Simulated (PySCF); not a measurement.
Ga(H)(Cl)2, HCl₂Ga, SMILES [Cl][GaH][Cl], CAM-B3LYP/def2-SVP optimised geometry.

```
4

Ga    -0.61     0.31     0.00
H     -1.43     1.61     0.00
Cl    -1.53    -1.61     0.00
Cl     1.53     0.31     0.00
```

Density from CAM-B3LYP/def2-TZVP (PySCF) at that geometry.

Minimum of the electron density along straight lines between bonded atoms, close to the bond critical point (lines longer than 1.1 times the sum of covalent radii, or with two minima, are not listed):

```tsv
bond	length / Å	ρ at the minimum / e bohr⁻³	∇²ρ there / e bohr⁻⁵	position (fraction from the first atom)
Ga1–H2	1.543	0.122	0.12	0.60
Ga1–Cl3	2.133	0.100	0.28	0.44
Ga1–Cl4	2.133	0.100	0.28	0.44
```
